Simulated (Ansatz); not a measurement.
Abridged output of a molecular run in Ansatz:

```
Functional definition: HF
1493 factors; integrals over basis functions are off by at most 9.0e-4 eV
mean field evaluation 1: about -14822.6198 eV, gradient 2.7e1 eV
mean field evaluation 2: about -14822.7515 eV, gradient 2.7e1 eV
mean field evaluation 4: about -14825.1826 eV, gradient 3.1e0 eV
mean field evaluation 8: about -14825.2274 eV, gradient 1.6e-1 eV
mean field -14825.22751893 eV, -544.8170624204 hartree, gradient 3.6e-6 eV, S^2 0.000000; 0 other end points of the search recorded, 0 dependent functions left out
10 core orbitals not correlated: weight in the atoms' cores, before any rotation towards them, 1.000 or more for the frozen orbitals, at most 0.000 for the correlated occupied ones
reference -14825.22751893 eV, -544.8170624204 hartree; 15, 15 occupied and 210, 210 virtual orbitals, 1493 factors
second order -17.75404920 eV of doubles, -0.00000000 eV of singles
cycle   1  -18.34014011 eV  change   -5.9e-1 eV  update   9.9e-2
cycle   2  -18.88755078 eV  change   -5.5e-1 eV  update   2.9e-2
cycle   3  -18.94940319 eV  change   -6.2e-2 eV  update   1.2e-2
cycle   4  -18.94146184 eV  change    7.9e-3 eV  update   3.2e-3
cycle   5  -18.94097037 eV  change    4.9e-4 eV  update   1.1e-3
cycle   6  -18.94081513 eV  change    1.6e-4 eV  update   3.1e-4
cycle   7  -18.94069046 eV  change    1.2e-4 eV  update   8.9e-5
cycle   8  -18.94070821 eV  change   -1.8e-5 eV  update   2.8e-5
perturbative correction -0.59655900 eV, -0.0219231388 hartree
Total energy: -14844.76478613 eV, -545.5350437475 hartree
```

Its atoms:

```xyz
11

C     1.324   -0.063    1.421
Sn    0.307    0.859   -0.228
Si   -1.522   -0.683   -1.151
H     2.098    0.605    1.797
H     0.616   -0.275    2.222
H     1.785   -0.997    1.098
H    -0.379    2.338    0.297
H     1.446    1.222   -1.454
H    -2.517   -0.995   -0.090
H    -2.233   -0.048   -2.292
H    -0.925   -1.963   -1.621
```

Problem. Which basis set was used?
A. def2-SVP
B. cc-pV(D+d)Z
C. def2-TZVPP
D. def2-QZVPP

Solution. C. It gives 235 functions.

Problem. Write the keys of the input that set method, charge and spin (a neutral closed shell needs none for the last two).

Solution. 
```yaml
correlation: {method: ccsd_t}
```
